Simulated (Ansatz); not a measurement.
Relaxation of CH7BFN (11 atoms, charge 0, multiplicity 1), to a largest force component of 0.03 eV/Å in at most 50 steps.

Theory: Ansatz, RKS B3LYP/6-31G*.

```xyz
11
Properties=species:S:1:pos:R:3
B -0.084 0.141 0.187
C -0.095 0.180 1.782
H -1.052 -0.105 2.246
H 0.707 -0.418 2.235
H 0.105 1.212 2.104
H 0.947 0.216 -0.416
N -1.277 0.216 -0.540
H -2.195 0.149 -0.120
H -1.300 0.216 -1.550
F 0.133 -2.372 0.375
H -0.160 -2.053 1.199
```

Question: Where does it end, and by what steps?

Answer: The forces met the threshold. After 25 steps the energy has fallen by 0.251 eV; H11 moved furthest, 1.29 Å.

| step | energy less start (eV) | largest force component (eV/Å) | accepted |
| --- | --- | --- | --- |
| 0 | 0.0000 | 0.370 | yes |
| 1 | -0.0363 | 0.677 | yes |
| 2 | -0.0151 | 1.331 | no |
| 3 | -0.0301 | 0.713 | no |
| 4 | -0.0495 | 0.215 | yes |
| 5 | -0.0536 | 0.133 | yes |
| 6 | -0.0573 | 0.209 | yes |
| 7 | -0.0533 | 0.611 | no |
| 8 | -0.0599 | 0.083 | yes |
| 9 | -0.0629 | 0.094 | yes |
| 10 | -0.0653 | 0.129 | yes |
| 11 | -0.0458 | 1.612 | no |
| 12 | -0.0782 | 0.214 | yes |
| 13 | -0.0879 | 0.443 | yes |
| 14 | -0.1072 | 0.757 | yes |
| 15 | -0.1309 | 1.134 | yes |
| 16 | -0.1730 | 0.742 | yes |
| 17 | -0.2251 | 0.462 | yes |
| 18 | -0.2250 | 0.200 | no |
| 19 | -0.2428 | 0.124 | yes |
| 20 | -0.2482 | 0.058 | yes |
| 21 | -0.2448 | 0.356 | no |
| 22 | -0.2499 | 0.051 | yes |
| 23 | -0.2506 | 0.058 | yes |
| 24 | -0.2508 | 0.047 | yes |
| 25 | -0.2509 | 0.021 | yes |

```xyz
11
Properties=species:S:1:pos:R:3
B -0.029 0.226 0.355
C -0.053 0.434 1.911
H -1.041 0.311 2.373
H 0.633 -0.277 2.391
H 0.321 1.434 2.169
H 0.967 0.375 -0.293
N -1.188 -0.166 -0.360
H -2.106 -0.188 0.071
H -1.226 -0.167 -1.372
F -0.006 -2.658 0.286
H -0.542 -1.940 -0.029
```

Run time: 68 s on 1 thread of Arm Neoverse V2, with other jobs on the host, peak memory 0.17 GiB.
